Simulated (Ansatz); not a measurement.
`Oc1ccc(Oc2ccccc2)cc1`. The state is a singlet with charge 0. Geometry PBE-D4/def2-SVP, basis def2-TZVP, Ansatz.

```tsv
atom	x (Å)	y (Å)	z (Å)
O1	4.7627	-0.2015	-0.9509
C2	3.4889	-0.3367	-0.4850
C3	3.2623	-0.1129	0.8878
C4	1.9721	-0.2315	1.4162
C5	0.8968	-0.5843	0.5840
O6	-0.3440	-0.7700	1.1662
C7	-1.4532	-0.1498	0.6397
C8	-2.6966	-0.7466	0.9192
C9	-3.8745	-0.1436	0.4595
C10	-3.8234	1.0488	-0.2822
C11	-2.5780	1.6383	-0.5523
C12	-1.3895	1.0494	-0.0955
C13	1.1150	-0.8176	-0.7844
C14	2.4051	-0.6886	-1.3152
H15	4.7629	-0.3949	-1.9069
H16	4.1152	0.1588	1.5268
H17	1.7790	-0.0569	2.4846
H18	-2.7122	-1.6815	1.4981
H19	-4.8444	-0.6159	0.6793
H20	-4.7500	1.5171	-0.6463
H21	-2.5258	2.5787	-1.1227
H22	-0.4157	1.5173	-0.2989
H23	0.2726	-1.1030	-1.4317
H24	2.5748	-0.8731	-2.3893
```

```json
{"run": "A", "HOMO (eV)": "-6.97", "LUMO (eV)": "0.31"}
{"run": "B", "HOMO (eV)": "-5.02", "LUMO (eV)": "-1.42"}
{"run": "C", "HOMO (eV)": "-5.10", "LUMO (eV)": "-1.53"}
{"run": "D", "HOMO (eV)": "-5.27", "LUMO (eV)": "-1.38"}
{"run": "E", "HOMO (eV)": "-6.12", "LUMO (eV)": "-0.67"}
```

Task: The runs used BHLYP, PBE, PBE0, r2SCAN, revPBE. Estimate which is which.

Result: A BHLYP (50 % exact exchange); B revPBE (0 % exact exchange); C PBE (0 % exact exchange); D r2SCAN (0 % exact exchange); E PBE0 (25 % exact exchange). Exact exchange lowers occupied and raises empty levels; among semilocal functionals meta-GGAs tend to open the gap a little, and such runs are hard to tell apart. The gap grows from 3.57 eV (PBE) to 7.28 eV (BHLYP).
